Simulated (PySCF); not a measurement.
## Arsenic: a sound run and one with changed settings

Sound run: As [Ar] 3d10 4s2 4p3, As⁺ [Ar] 3d10 4s2 4p2. Calculation: PySCF 2.14, in cc-pVTZ-DK (6s5p3d1f, 43 functions); scalar relativity by spin-free X2C-1e. In the sound run the correlated levels freeze [Ar] 3d10. The sound run starts from symmetry-adapted Hartree-Fock orbitals and uses a fine grid where one is needed.

Changed run: the non-relativistic Hamiltonian (point nucleus). This setting is unsound on purpose.

```csv
species,method,sound run (hartree),changed run (hartree),converged
As,UHF,-2259.01435,-2218.64548,yes
As,M06-L,-2260.62114,-2220.25603,yes
As,TPSS,-2260.66109,-2220.30540,yes
As,MP2,-2259.08520,-2218.71707,yes
As,CCSD(T),-2259.10205,-2218.73453,yes
As⁺,UHF,-2258.66841,-2218.29767,yes
As⁺,M06-L,-2260.26945,-2219.90254,yes
As⁺,TPSS,-2260.29709,-2219.93883,yes
As⁺,MP2,-2258.72193,-2218.35183,yes
As⁺,CCSD(T),-2258.73883,-2218.36960,yes
```

Ionisation energy of As:

```
 method  sound run (eV)  changed run (eV)
    UHF           9.413             9.464
  M06-L           9.570             9.619
   TPSS           9.905             9.975
    MP2           9.885             9.939
SCS-MP2           9.740             9.794
   CCSD           9.853             9.898
CCSD(T)           9.884             9.930
```

Most of the change in total energy is the relativistic energy itself. On top of that the contraction fixes the core shape for the Hamiltonian it was made with, so the changed run is not a good calculation with the other Hamiltonian either.

For comparison, NIST gives 9.789 eV between the lowest levels.
